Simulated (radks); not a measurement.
Bi5+, configuration [Xe] 4f14 5d10 (the NIST ground configuration).

All-electron calculation, Dirac Kohn-Sham, relativistic LDA (MacDonald-Vosko exchange, VWN5 correlation), spin-unpolarised, spherical densities, finite nucleus; Fermi nuclear charge, rms radius 5.5211 fm. Program: a radial shooting solver on a logarithmic mesh with Libxc functionals.

Energy parts (Ry):
| part | energy |
|---|---|
| total | -43023.0994 |
| kinetic | 50037.2289 |
| electron-nucleus | -108628.5259 |
| Hartree | 16244.9200 |
| exchange-correlation | -676.7223 |

Orbitals (lengths in bohr, moments of r in powers of bohr; <r^-3> diverges for s and p1/2):
orbital  occ.  eigenvalue (Ry)      <r>  <r^-3>  <1/r>
1s1/2       2        -6603.182  0.01587       -  102.6
2s1/2       2        -1190.152  0.06607       -  25.45
2p1/2       2        -1144.986  0.05411       -  25.41
2p3/2       4        -976.9240  0.06310   24180  20.18
3s1/2       2        -290.5134   0.1717       -  9.337
3p1/2       2        -269.8431   0.1620       -  9.254
3p3/2       4        -232.1721   0.1784    5741  7.882
3d3/2       4        -197.9253   0.1548    1013  7.790
3d5/2       6        -189.8878   0.1597   822.9  7.486
4s1/2       2        -69.74125   0.3782       -  3.975
4p1/2       2        -60.70509   0.3787       -  3.869
4p3/2       4        -51.39615   0.4135    1424  3.391
4d3/2       4        -36.58444   0.4166   229.0  3.201
4d5/2       6        -34.83657   0.4277   181.6  3.094
5s1/2       2        -15.54120   0.8320       -  1.671
4f5/2       6        -15.52202   0.4378   40.67  2.767
4f7/2       8        -15.11830   0.4439   38.49  2.726
5p1/2       2        -12.38053   0.8839       -  1.552
5p3/2       4        -10.55891   0.9714   275.3  1.378
5d3/2       4         -6.08470    1.173   31.35  1.118
5d5/2       6         -5.85059    1.208   24.40  1.080

The highest occupied level is 5d5/2 at -79.601 eV. The density falls to 0.001 e/bohr^3 at r = 2.84 bohr. For comparison, the ionisation energy in NIST's Atomic Spectra Database is 88 eV (semi-empirical). In exact Kohn-Sham theory the highest level is minus the ionisation energy, but local and semilocal functionals leave it too shallow, through self-interaction and a potential that decays too fast; potentials with the right tail come closer. The electron density at the nucleus is 2.921e+06 e/bohr^3. Summed over all electrons, <r^2> = 31.22 bohr^2, which gives a Langevin (diamagnetic) susceptibility term of -24.7 x 10^-6 cm^3/mol.
